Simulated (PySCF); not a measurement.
C₃H₅FGeO.
Z-matrix (Å and degrees, PBE0-D3(BJ)/def2-SVP geometry), rows numbered from 1:
```
O 
C   1  1.1919
C   2  1.5328  1  128.99
C   3  1.5356  2  102.20  1   164.99
F   4  1.3716  3  112.76  2   129.92
Ge  4  2.0115  3   92.47  2    10.61
H   3  1.1026  2  112.88  1    38.64
H   3  1.1056  2  108.27  1   -80.14
H   4  1.1019  3  112.57  2  -106.91
H   6  1.5379  2  117.13  1    85.73
H   6  1.5390  2  119.01  1   -52.78
```

Method: PySCF, PBE0-D3(BJ)/def2-SVP geometry optimisation, gas phase.

Masses are those of the commonest isotopes; rigid-rotor values at the optimised geometry. The values belong to one conformer with, in the numbering `[O:1]=[C:2]1[CH2:3][C@H:4]([F:5])[GeH2:6]1`, O1–C2–C3–C4 165°, C2–C3–C4–F5 130°, C3–C4–Ge6–C2 -8°, O1–C2–Ge6–C4 -166°.

Question: What are A, B and C (MHz)?

Answer: Ia = 166.49, Ib = 231.56, Ic = 375.10 u·Å²; 505379 MHz·u·Å²/I gives A = 3035, B = 2183, C = 1347 MHz.

Question: What kind of rotor is it?

Answer: An asymmetric top; Ray's κ = -0.011.

Question: What does the inertial defect say?

Answer: Not planar: Δ = Ic − Ia − Ib = -22.94 u·Å². For a rigid frame Δ = −2 Σ m c², so Σ m c² = 11.47 u·Å² lies off the ab plane: 6.80 from hydrogen and 4.68 from heavier atoms. The atom farthest from that plane is 1.53 Å away.

Question: Give the coordinates in the principal-axis frame, origin at the centre of mass.

Answer: The sense of each axis is arbitrary; atoms in the order of the calculation.
```
atom  mass (u)   a (Å)   b (Å)   c (Å)
  O1    15.995  -2.416  -0.932   0.113
  C2    12.000  -1.251  -0.684   0.067
  C3    12.000  -0.067  -1.641  -0.107
  C4    12.000   1.076  -0.681  -0.469
  F5    18.998   2.198  -0.881   0.294
 Ge6    73.921  -0.021   0.939  -0.001
  H7     1.008  -0.276  -2.456  -0.819
  H8     1.008   0.151  -2.105   0.872
  H9     1.008   1.360  -0.742  -1.532
 H10     1.008   0.371   1.579   1.342
 H11     1.008  -0.258   2.011  -1.080
```

Question: List the rotational levels J(Ka,Kc) to J = 2 (MHz).

Answer: Above 0(0,0):
J = 1: 1(0,1) 3530, 1(1,1) 4383, 1(1,0) 5218
J = 2: 2(0,2) 10207, 2(1,2) 10607, 2(1,1) 13113, 2(2,1) 15672, 2(2,0) 16055
Those of J = 1 are B + C, A + C and A + B.

Question: Which lines would a microwave search look for?

Answer: The dipole components are |μa| = 1.02 D, |μb| = 0.42 D, |μc| = 0.87 D. The squared components, which scale the intensities, stand as 1.00 : 0.17 : 0.73 (a : b : c). Some of the stronger lines:

| type | branch | J(Ka,Kc) | MHz | lower level (cm⁻¹) |
| --- | --- | --- | --- | --- |
| a | Q | 2(2,0) ← 2(2,1) | 383 | 0.523 |
| c | Q | 2(1,2) ← 2(0,2) | 401 | 0.340 |
| a | Q | 1(1,0) ← 1(1,1) | 835 | 0.146 |
| c | Q | 1(1,1) ← 1(0,1) | 853 | 0.118 |
| b | Q | 1(1,0) ← 1(0,1) | 1688 | 0.118 |
| a | Q | 2(1,1) ← 2(1,2) | 2506 | 0.354 |
| c | Q | 2(2,1) ← 2(1,1) | 2559 | 0.437 |
| b | Q | 2(1,1) ← 2(0,2) | 2906 | 0.340 |
| b | Q | 2(2,0) ← 2(1,1) | 2942 | 0.437 |
| a | R | 1(0,1) ← 0(0,0) | 3530 | 0.000 |
| b | R | 1(1,1) ← 0(0,0) | 4383 | 0.000 |
| b | Q | 2(2,1) ← 2(1,2) | 5065 | 0.354 |
| c | R | 1(1,0) ← 0(0,0) | 5218 | 0.000 |
| b | R | 2(0,2) ← 1(1,1) | 5824 | 0.146 |
| a | R | 2(0,2) ← 1(0,1) | 6677 | 0.118 |
| b | R | 2(1,2) ← 1(0,1) | 7077 | 0.118 |
| a | R | 2(1,1) ← 1(1,0) | 7895 | 0.174 |
| b | R | 2(2,1) ← 1(1,0) | 10454 | 0.174 |
| c | R | 2(2,0) ← 1(1,0) | 10837 | 0.174 |
| c | R | 2(2,1) ← 1(1,1) | 11289 | 0.146 |

Question: Estimate the classical rotational partition function at 10 K, 25 K and 500 K.

Answer: Point group C1, symmetry number σ = 1; q = (√π/σ)·√((kT/h)³/(ABC)), k/h = 20836.6 MHz/K: 1780 at 10 K, 7050 at 25 K, 631000 at 500 K.

No PBE0-D3(BJ)/def2-SVP frequencies stand behind this structure, so it isn't proved a minimum. Constants of a rigid frame at the computed geometry: no zero-point averaging, no centrifugal distortion.
